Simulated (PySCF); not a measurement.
Vertical excitations of a molecule C2H9GeNO from PySCF with TDA-M06-2X/def2-SVPD, as energy in eV (oscillator strength): 6.66 (0.038), 7.35 (0.005), 7.61 (0.021), 7.68 (0.016), 7.94 (0.086), 8.04 (0.025), 8.28 (0.039), 8.30 (0.036), 8.36 (0.025), 8.40 (0.010). Lowest triplet (TDA): 6.31 eV. Geometry: PBE-D3(BJ)/def2-SVP. One conformer was computed; it need not be the lowest.

Task: Which structure fits?
(A) C[N](C)[GeH2][OH]
(B) CC[O][GeH2][NH2]
(C) [CH3][Ge@H]([OH])[CH2]N
(D) C[NH][GeH2][O]C

Result: B, CC[O][GeH2][NH2]
